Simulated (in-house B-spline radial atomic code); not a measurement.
## The strontium ion Sr⁴⁺: [He] 2s2 (2p1/2)2 (2p3/2)3 3s2 3p6 (3d3/2)4 (3d5/2)5 4s2 4p6 (with a hole in an inner shell)

Method: Dirac-Kohn-Sham LDA VWN5, spherical fractional occupations, Fermi nucleus of rms radius 4.224 fm. Calculated with a B-spline radial code for spherical atoms.

Screening seen three ways: the hydrogenic charge with the same mean radius, Z_r = [3n² - l(l+1)]/(2<r>), the one with the same energy, Z_e = n√(-2ε), and Slater's rules. Values are occupation-weighted means over j. An effective charge above Z reflects the relativistic contraction of the inner shells.

```
shell  electrons   ε (eV)  <r> (bohr)    Z_r    Z_e  Slater
   1s          2   -16106     0.03919  38.28  34.41   37.70
   2s          2  -2300.1       0.171  35.09  26.00   34.20
   2p          5  -2076.9      0.1484  33.69  24.71   34.20
   3s          2  -419.35      0.4792  28.17  16.66   27.60
   3p          6  -342.99      0.4801  26.04  15.06   27.60
   3d          9  -216.17      0.4624  22.71  11.96   18.20
   4s          2  -92.397       1.225  19.59  10.42   12.10
   4p          6  -71.562       1.344  17.12   9.17   12.10
```

The least bound orbital is 4p3/2 at -71 eV, and it is also the most diffuse (<r> = 1.351 bohr). The part-filled 2p shell lies below the filled 4p shell in orbital energy.

For the 1s electron the small component carries 1.9 % of the norm, the zero-frequency Breit interaction raises the level by 27.64 eV, self-energy by 15.02 eV, and vacuum polarisation lowers it by 1.619 eV.
